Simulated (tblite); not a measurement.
Species: C7H9FS.
Z-matrix (Å and degrees, GFN2-xTB geometry), rows numbered from 1:
```
C 
S   1  1.8139
C   2  1.7542  1  103.51
C   3  1.3405  2  126.66  1     2.05
C   4  1.4445  3  120.54  2   178.71
C   5  1.3332  4  121.32  3   -11.93
C   6  1.4971  5  121.01  4     0.09
C   3  1.5055  2  113.21  1  -174.16
F   8  1.3942  3  108.17  2    87.83
H   1  1.0854  2  105.89  3   178.92
H   1  1.0859  2  109.65  3    60.25
H   1  1.0859  2  109.88  3   -62.43
H   4  1.0781  3  121.89  2    -0.40
H   5  1.0794  4  117.31  3   169.69
H   6  1.0788  5  121.78  4  -177.57
H   7  1.0954  6  109.22  5   -94.45
H   7  1.0916  6  110.51  5   147.14
H   8  1.0970  3  110.91  2   -26.71
```

All values are computed: GFN2-xTB (tblite) harmonic vibrations without scaling, gas phase. The method is semi-empirical: single wavenumbers can be off by several per cent or more. One conformer, not necessarily the lowest.

Harmonic wavenumbers (cm⁻¹): 48.5, 85.1, 156.8, 181.9, 209.1, 227.3, 264.9, 360.9, 405.3, 444.3, 544.1, 595.5, 676.0, 732.1, 739.5, 831.6, 857.7, 897.6, 905.2, 936.0, 947.1, 965.1, 1005.8, 1016.6, 1061.2, 1116.8, 1165.0, 1181.2, 1252.0, 1285.4, 1297.2, 1310.8, 1327.7, 1356.5, 1433.4, 1447.7, 1450.2, 1601.9, 1676.4, 2916.8, 2931.5, 2988.9, 3029.0, 3036.8, 3059.9, 3082.1, 3095.6, 3105.7.

A = 2455, B = 1020, C = 809.0 MHz; mass 144.041 u (most abundant isotopes); point group C1, symmetry number 1.

Problem. Zero-point energy?

Solution. Half the sum of the wavenumbers: 30622 cm⁻¹ = 366.32 kJ/mol.

Problem. Entropy at 298.15 K, 1 bar (ideal gas, RRHO, classical rotation)?

Solution. Translation 170.84, rotation 123.23, vibration 106.59: S = 400.7 J/(mol K).

Problem. And Cp and H(298.15 K) − H(0)?

Solution. Cp = 152.54 J/(mol K), of which vibrations give 119.28 (their classical limit is 48 R = 399.1); H(298.15 K) − H(0) = 27.19 kJ/mol without the zero-point energy, 17.27 from vibrations.

Problem. Which modes carry the vibrational entropy at 298.15 K?

Solution. 48.5 cm⁻¹: 20.41; 85.1 cm⁻¹: 15.77; 156.8 cm⁻¹: 10.83; 181.9 cm⁻¹: 9.66; 209.1 cm⁻¹: 8.58; 227.3 cm⁻¹: 7.95 J/(mol K); the other 42 give 33.39 together.

Problem. How do the functions run with temperature in this model?

Solution. 
```
 T (K)  S (J/(mol K))  Cp (J/(mol K))  H − H(0) (kJ/mol)  G − H(0) (kJ/mol)  ln q(vib)
    50          244.6            50.2               1.99             -10.24       0.40
   100          286.4            72.6               5.08             -23.57       1.35
373.15          438.3           183.9              39.82            -123.74       7.62
   500          498.7           229.4              66.15            -183.21      10.63
   750          604.4           291.0             131.85            -321.48      16.50
  1000          693.9           329.8             209.79            -484.07      22.01
```

q(vib) and H(0) count from the zero-point level.

Hindered rotation and anharmonicity are outside this model. Other conformers, if any are populated, would add a mixing term that is left out. The structure is chiral; the term R ln 2 for an equal mix with its mirror image is left out.
